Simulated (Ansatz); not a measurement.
Basis-set extrapolation for C3H6BFSi (`FC1=C[SiH2]BC1`) (PBE0-D4/def2-TZVP geometry, frozen core, Ansatz). Multiplicity 1, RHF reference.

```json
{"": "HF", "def2-TZVPP": "-530.218830", "def2-QZVPP": "-530.238109"}
{"": "MP2 correlation", "def2-TZVPP": "-0.937817", "def2-QZVPP": "-1.007629"}
{"": "CCSD(T) correlation", "def2-TZVPP": "-1.027337", "def2-QZVPP": "not run"}
```

Energies in hartree. Use E(X) = E(∞) + A·exp(−7.88·√X) for Hartree–Fock and E(X) = E(∞) + B·X^(−2.97) for correlation, with X = 3 and 4, and add CCSD(T) minus MP2 of the smaller set to the MP2 limit.

Q: What is the CCSD(T) energy at the basis-set limit?

A: HF limit: -530.238109 + (-0.019279) × 0.13774 = -530.24076. MP2 limit: -1.007629 + (-0.069812) × 0.74074 = -1.05934. Higher-order term: -1.027337 − (-0.937817) = -0.08952. Total: -531.38962 hartree, 376.6 kJ/mol below CCSD(T)/def2-TZVPP.
